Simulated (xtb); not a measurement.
xtb input (GFN2-xTB):

```bash
xtb mol.xyz --gfn 2 --ohess tight --chrg -1 --uhf 0
```
mol.xyz:
```
13

Si     0.32233430    -0.03034442     0.50422150
C      1.84185839    -0.28751005    -0.55121198
C     -0.98765604    -1.26866434     0.02332277
C     -0.31596412     1.71837724     0.09589055
H      0.59787561    -0.15682051     1.87961746
H      2.20086217    -1.33142376    -0.34247879
H      1.57480306    -0.19767218    -1.65991184
H     -0.59818213    -2.27917137     0.21328551
H     -1.23666011    -1.19364598    -1.03682373
H     -1.94033949    -1.10089019     0.64913842
H     -0.56388169     1.81749002    -0.92899156
H     -1.28882375     1.86339057     0.76105229
H      0.40883973     2.44491669     0.36877914
```

Output:

```
           -------------------------------------------------
          |                Calculation Setup                |
           -------------------------------------------------

           -------------------------------------------------
          |                 G F N 2 - x T B                 |
           -------------------------------------------------

        Reference                      10.1021/acs.jctc.8b01176
      * Hamiltonian:
        H0-scaling (s, p, d)           1.850000    2.230000    2.230000
        zeta-weighting                 0.500000
      * Dispersion:
        s8                             2.700000
        a1                             0.520000
        a2                             5.000000
        s9                             5.000000
      * Repulsion:
        kExp                           1.500000    1.000000
        rExp                           1.000000
      * Coulomb:
        alpha                          2.000000
        third order                    shell-resolved
        anisotropic                    true
        a3                             3.000000
        a5                             4.000000
        cn-shift                       1.200000
        cn-exp                         4.000000
        max-rad                        5.000000

          ...................................................
          :                      SETUP                      :
          :.................................................:
          :  # basis functions                  31          :
          :  # atomic orbitals                  30          :
          :  # shells                           18          :
          :  # electrons                        26          :
          :  max. iterations                   250          :
          :  Hamiltonian                  GFN2-xTB          :
          :  restarted?                      false          :
          :  GBSA solvation                  false          :
          :  PC potential                    false          :
          :  electronic temp.          300.0000000     K    :
          :  accuracy                    1.0000000          :
          :  -> integral cutoff          0.2500000E+02      :
          :  -> integral neglect         0.1000000E-07      :
          :  -> SCF convergence          0.1000000E-05 Eh   :
          :  -> wf. convergence          0.1000000E-03 e    :
          :  Broyden damping             0.4000000          :
          :  net charge                         -1          :
          :  unpaired electrons                  0          :
          ...................................................

 iter      E             dE          RMSdq      gap      omega  full diag
   1    -12.8450978 -0.128451E+02  0.500E+00    5.70       0.0  T
   2    -12.9417675 -0.966697E-01  0.677E+00    2.92       1.0  T
   3    -12.9659205 -0.241530E-01  0.597E+00    3.21       1.0  T
   4    -12.9199796  0.459409E-01  0.427E+00    2.87       1.0  T
   5    -12.9855361 -0.655565E-01  0.700E-01    3.90       1.0  T
   6    -12.9858194 -0.283331E-03  0.241E-01    3.93       1.0  T
[...]
 * 3 distinct bonds (by element types)

   Z      Z             #   av. dist./Å        max./Å        min./Å
   1 H    6 C           8     1.0914452     1.0958369     1.0867465
   1 H   14 Si          1     1.5176765     1.5176765     1.5176765
   6 C   14 Si          2     1.8570652     1.9160318     1.7980986

           -------------------------------------------------
          |               Frequency Printout                |
           -------------------------------------------------
 projected vibrational frequencies (cm⁻¹)
eigval :       -0.00    -0.00    -0.00    -0.00     0.00     0.00
eigval :       82.31   125.64   136.17   204.97   233.91   245.16
eigval :      577.19   587.35   639.43   684.51   711.05   764.45
eigval :      792.49   818.50   834.09   890.42  1004.47  1367.74
eigval :     1374.15  1489.59  1534.96  1543.43  1548.38  1555.35
eigval :     1750.72  2859.00  2870.02  2937.95  2955.48  2971.06
eigval :     2976.99  2995.47  3021.84
 reduced masses (amu)
   1:  9.20   2: 12.34   3: 15.51   4: 13.98   5: 15.61   6: 10.79   7:  1.27   8:  2.14
   9:  6.98  10: 10.10  11:  5.50  12: 14.94  13:  4.46  14: 12.47  15:  1.47  16: 12.91
  17:  2.16  18:  3.79  19:  3.44  20:  4.36  21:  3.02  22:  6.00  23: 16.23  24:  3.02
  25:  3.09  26:  2.64  27:  1.65  28:  1.64  29:  1.65  30:  1.63  31:  1.75  32:  1.95
  33:  1.59  34:  1.84  35:  1.91  36:  1.39  37:  1.87  38:  1.75  39:  1.53
 IR intensities (km·mol⁻¹)
   1:  1.88   2:  2.35   3: 12.45   4: 10.79   5: 15.80   6:  5.91   7:  0.36   8:  1.35
   9:  6.39  10:  7.23  11:  6.49  12: 17.55  13: 45.77  14:115.71  15: 61.21  16: 45.76
  17: 39.18  18: 43.66  19: 37.91  20:100.78  21:139.57  22:164.14  23:287.93  24:  1.22
  25:  1.52  26: 11.68  27:  4.13  28:  8.67  29:  1.38  30: 11.02  31:709.54  32:269.14
  33:190.62  34:137.66  35:143.79  36: 90.45  37:187.73  38:149.36  39: 88.28
 Raman intensities (Ä⁴*amu⁻¹)
Molecule has no symmetry elements
It seems to be the C1 point group
   1:  0.00   2:  0.00   3:  0.00   4:  0.00   5:  0.00   6:  0.00   7:  0.00   8:  0.00
   9:  0.00  10:  0.00  11:  0.00  12:  0.00  13:  0.00  14:  0.00  15:  0.00  16:  0.00
  17:  0.00  18:  0.00  19:  0.00  20:  0.00  21:  0.00  22:  0.00  23:  0.00  24:  0.00
  25:  0.00  26:  0.00  27:  0.00  28:  0.00  29:  0.00  30:  0.00  31:  0.00  32:  0.00
  33:  0.00  34:  0.00  35:  0.00  36:  0.00  37:  0.00  38:  0.00  39:  0.00
 output can be read by thermo (or use thermo option).
 writing <g98.out> molden fake output.
 recommended (thermochemical) frequency scaling factor: 1.0
           -------------------------------------------------
          |             Thermodynamic Functions             |
           -------------------------------------------------

c1  symmetry found (for desy threshold:  0.10E+00) used in thermo

          ...................................................
          :                      SETUP                      :
          :.................................................:
          :  # frequencies                          33      :
          :  # imaginary freq.                       0      :
          :  linear?                             false      :
          :  only rotor calc.                    false      :
          :  symmetry                               c1      :
          :  rotational number                       1      :
          :  scaling factor                  1.0000000      :
          :  rotor cutoff                   50.0000000 cm⁻¹ :
          :  imag. cutoff                  -20.0000000 cm⁻¹ :
          :.................................................:

    mode    ω/cm⁻¹     T·S(HO)/kcal·mol⁻¹    T·S(FR)/kcal·mol⁻¹   T·S(vib)
   ------------------------------------------------------------------------
       1     82.31    -1.14341 ( 88.02%)    -0.90836 ( 11.98%)    -1.11524
       2    125.64    -0.89796 ( 97.55%)    -0.78326 (  2.45%)    -0.89515
       3    136.17    -0.85182 ( 98.21%)    -0.75944 (  1.79%)    -0.85017
       4    204.97    -0.62254 ( 99.65%)    -0.63839 (  0.35%)    -0.62259
       5    233.91    -0.55120 ( 99.79%)    -0.59929 (  0.21%)    -0.55130
       6    245.16    -0.52628 ( 99.83%)    -0.58539 (  0.17%)    -0.52638
   ------------------------------------------------------------------------

   temp. (K)  partition function   enthalpy   heat capacity  entropy
                                   cal/mol     cal/K/mol   cal/K/mol   J/K/mol
 298.15  VIB   67.3                 3031.249     19.870     18.424
         ROT  0.910E+05              888.752      2.981     25.674
         INT  0.613E+07             3920.001     22.851     44.097
         TR   0.606E+27             1481.254      4.968     38.770
         TOT                        5401.2548    27.8191    82.8674   346.7172

       T/K    H(0)-H(T)+PV         H(T)/Eh          T*S/Eh         G(T)/Eh
   ------------------------------------------------------------------------
    298.15    0.860745E-02    0.111317E+00    0.393730E-01    0.719439E-01
   ------------------------------------------------------------------------

         :::::::::::::::::::::::::::::::::::::::::::::::::::::
         ::                  THERMODYNAMIC                  ::
         :::::::::::::::::::::::::::::::::::::::::::::::::::::
         :: total free energy         -12.768320928524 Eh   ::
         ::.................................................::
         :: total energy              -12.840264850608 Eh   ::
         :: zero point energy           0.102709446233 Eh   ::
         :: G(RRHO) w/o ZPVE           -0.030765524149 Eh   ::
         :: G(RRHO) contrib.            0.071943922084 Eh   ::
         :::::::::::::::::::::::::::::::::::::::::::::::::::::

optimized geometry written to: xtbopt.xyz

           -------------------------------------------------
          | TOTAL ENERGY              -12.840264850608 Eh   |
          | TOTAL ENTHALPY            -12.728947956899 Eh   |
          | TOTAL FREE ENERGY         -12.768320928524 Eh   |
          | GRADIENT NORM               0.000253200793 Eh/α |
Note: The following floating-point exceptions are signalling: IEEE_UNDERFLOW_FLAG IEEE_DENORMAL
normal termination of xtb
          | HOMO-LUMO GAP               4.426019784131 eV   |
           -------------------------------------------------

------------------------------------------------------------------------
------------------------------------------------------------------------
 total:
 SCF:
 ANC optimizer:
 analytical hessian:
```

It need not be the lowest isomer of its formula. Whether it binds its extra electron was not tested at this geometry.
